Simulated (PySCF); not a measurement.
GeHI, SMILES [GeH][I] (connectivity only; charge and spin as stated), neutral, multiplicity 1. Heavy atoms are numbered as in [GeH:1][I:3]. Hydrogens are named by the atom that carries them.

Geometry optimised at PBE-D3(BJ)/def2-TZVP. The def2 effective core potentials stand for the cores of I; spin–orbit coupling is left out.

Method: HF/def2-TZVPD in PySCF.

Mulliken values depend strongly on the basis, most of all with diffuse functions as here. ESP charges are fitted to the potential on shells at 1.4 to 2.0 van der Waals radii. Atomic charges (e), one atom of each kind:

```csv
atom,ESP fit,Mulliken
Ge1 (GeH),0.21,0.15
H on Ge1,-0.04,0.05
I3,-0.17,-0.20
```
